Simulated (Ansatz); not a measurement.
**Worked example: C2H5ClSi → C2H4ClSi + H**

Species: C2H5ClSi `C=C[SiH2]Cl`, singlet; C2H4ClSi `C=C[SiH]Cl`, doublet; H atom, doublet. 

Shapes, held fixed at every level: PBE0-D4/def2-TZVP. Flexible molecules stand in one conformer, not always the lowest. Programs: Ansatz 0.2.0. The zero-point and thermal change to 298 K, harmonic and unscaled (PBE0-D4/def2-TZVP), is -19.0 kJ/mol.

At CCSD(T)/CBS estimate; 1 Eh = 2625.50 kJ/mol:

| species | energy (Eh) |
| --- | --- |
| C2H5ClSi | -827.997513 |
| C2H4ClSi | -827.342605 |
| H | -0.500000 |

Q: Work out ΔH(298 K) of the reaction at this level.

A: 
1. Products less reactants: (-827.342605) + (-0.500000) − [(-827.997513)] = 0.154908 Eh = +406.7 kJ/mol.
2. With the thermal change: +406.7 + (-19.0) = +387.7 kJ/mol.

Other levels give +298.7 (HF/def2-TZVPP) to +385.0 kJ/mol (wB97M-V/def2-TZVPP). No measured value is set beside it here. Spin contamination: C2H4ClSi (⟨S²⟩ up to 0.87). Open shells run unrestricted unless RO is named. The CBS estimate extrapolates MP2 from def2-TZVPP and def2-QZVPP and adds CCSD(T) − MP2 in the triple-zeta set, cores frozen.
